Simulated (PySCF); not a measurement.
**Predicted spectroscopic data**

PySCF 2.14 calculation with structure optimised with GFN2-xTB and σ from GIAO-PBE0/pcSseg-1; rapidly exchanging positions averaged, one computed conformer, non-relativistic, isolated molecule.

Chemical shifts δ = σref − σ; TMS for ¹H (σ = 31.72 ppm), ¹³C (σ = 186.93 ppm), all at this level. Splittings of carbon signals by F and P are missing where no couplings were computed. Where no couplings were computed, multiplicities follow the n + 1 count of equivalent neighbours, and m marks all less simple cases (inequivalent or close neighbours, rings, F or P nearby). Acid and N–H amide carbonyl carbons lie up to 10 ppm further downfield in solution (hydrogen bonding). Shifts are as computed. Against solution values, carbons near 30 ppm lie about +3 ppm off and those near 130 ppm about +5 ppm; carbons on Cl a further +6 ppm (rms about the fit 2.1 ppm; single classes can miss by 10 ppm). Of 1328 compounds with measured shifts, 309 miss one by over three times the rms of a fit or turn the order of signals round; such compounds aren't used in these exercises. Signals without a measured value on file couldn't be tested in this way; 1H shifts scatter by 0.2 ppm about their fit, and single ones miss by 0.5 ppm. Carbons bonded to Cl come out too deshielded. OH and NH positions are gas-phase values without hydrogen bonding to other molecules.

**1.** SMILES FC(/C(C=C)=C(\F)Cl)(F)F, C₅H₃ClF₄. ¹H NMR (500 MHz, computed): δ 6.54 (m, 1H), 6.20 (m, 1H), 5.95 (m, 1H). ¹³C{¹H} NMR (computed): δ 165.9, 133.0, 131.4, 130.0, 116.5.

**2.** SMILES CNC(=O)[C@@H](C)C=O, C₅H₉NO₂. ¹H NMR (500 MHz, computed): δ 9.81 (d, 1H), 6.18 (br, 1H), 3.06 (d, 3H), 2.93 (m, 1H), 1.52 (d, 3H). ¹³C{¹H} NMR (computed): δ 214.3, 166.0, 55.5, 27.3, 12.1.
